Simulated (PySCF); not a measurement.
# Xenon: highly charged ions in a basis for the neutral atom

Xe¹⁸⁺ [Kr], Xe¹⁹⁺ [Ar] 3d10 4s2 4p5. Computed with PySCF 2.14 in x2c-TZVPall, with the spin-free X2C one-electron Hamiltonian (Gaussian nucleus). No spin-orbit coupling, so a gap to NIST mixes the basis error with missing relativistic terms.

Changed run: basis of the neutral atom used for a highly charged ion. This setting is unsound on purpose.

```json
{"species": "Xe¹⁸⁺", "method": "UHF", "sound run (hartree)": "not run", "changed run (hartree)": "-7317.39541", "converged": "yes"}
{"species": "Xe¹⁸⁺", "method": "B3LYP", "sound run (hartree)": "not run", "changed run (hartree)": "-7319.51889", "converged": "yes"}
{"species": "Xe¹⁸⁺", "method": "PBE", "sound run (hartree)": "not run", "changed run (hartree)": "-7319.04134", "converged": "yes"}
{"species": "Xe¹⁹⁺", "method": "UHF", "sound run (hartree)": "not run", "changed run (hartree)": "-7296.97748", "converged": "yes"}
{"species": "Xe¹⁹⁺", "method": "B3LYP", "sound run (hartree)": "not run", "changed run (hartree)": "-7299.04919", "converged": "yes"}
{"species": "Xe¹⁹⁺", "method": "PBE", "sound run (hartree)": "not run", "changed run (hartree)": "-7298.57860", "converged": "yes"}
```

Ionisation energy of Xe¹⁸⁺:

| method | changed run (eV) | NIST (eV) |
| --- | --- | --- |
| UHF | 555.60 | 549 ± 3 |
| B3LYP | 557.01 | 549 ± 3 |
| PBE | 556.82 | 549 ± 3 |

The contracted functions were made for the neutral atom and can be too rigid for a highly charged ion.
